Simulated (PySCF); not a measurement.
Run record: geometry optimisation, [CrSI4]-, `[S]=[Cr-]([I])([I])([I])[I]` [radical].

Method: PBE0-D3(BJ)/def2-SVP geometry optimisation, gas phase, def2 core potentials past Kr (PySCF 2.14.0). Start geometry: GFN2-xTB. A driver script takes a list of jobs; this job's settings line and coordinates (Å) are shown.

Command:
```bash
OMP_NUM_THREADS=1 python probes_run.py task.json out
```

Input:
```
{"job": {"xc": "PBE0", "basis": "def2-SVP", "d3": "d3bj", "grid": 1, "maxiter": 40, "kind": "geom"}, "charge": -1, "multiplicity": 2}
Cr     0.000500    -0.000710     0.063660
S      0.001650    -0.006990     2.124070
I      2.576800     0.013920    -0.556140
I     -0.013590     2.584450    -0.530950
I     -2.577370    -0.009940    -0.552210
I      0.012010    -2.580730    -0.548430
```

Output:
```
step   0  E = -2633.17828872  max force = 0.011234
step   1  E = -2633.17971449  max force = 0.003228
step   2  E = -2633.18027119  max force = 0.006739
step   3  E = -2633.18054766  max force = 0.007056
step   4  E = -2633.18092277  max force = 0.006013
step   5  E = -2633.18191157  max force = 0.006237
step   6  E = -2633.18239245  max force = 0.005251
step   7  E = -2633.18280563  max force = 0.005315
step   8  E = -2633.18308352  max force = 0.005654
step   9  E = -2633.18348507  max force = 0.004833
... (11 lines left out)
step  21  E = -2633.18493905  max force = 0.000828
step  22  E = -2633.18494302  max force = 0.001022
step  23  E = -2633.18495138  max force = 0.001053
step  24  E = -2633.18496267  max force = 0.000953
step  25  E = -2633.18497461  max force = 0.000749
step  26  E = -2633.18498421  max force = 0.000531
step  27  E = -2633.18499155  max force = 0.000552
step  28  E = -2633.18499593  max force = 0.000487
step  29  E = -2633.18499923  max force = 0.000452
step  30  E = -2633.18500210  max force = 0.000353
optimisation converged
```

Energies in Eh; «max force» is the largest Cartesian gradient component in Eh/bohr.

Question: How much energy does the optimisation release, in kcal/mol?

Answer: E(step 0) − E(last step) = 0.006713 Eh, which is 4.2 kcal/mol.

Question: Give the first gradient maximum in eV/Å.

Answer: With 1 Eh/bohr = 51.422 eV/Å, 0.578 eV/Å.

In short: final energy -2633.18500 Eh after 30 steps.

Question: Estimate the wall time. Hardware: one thread, x86-64 server, no GPU, on a shared host.

Answer: About 31 min.
Labels such as C1 count atoms from 1, the log's own numbers from 0.

For an open-shell metal species like this, the optimisation's SCF solution wasn't tested for stability and no frequencies at its level were run, so a lower state or another shape may exist.
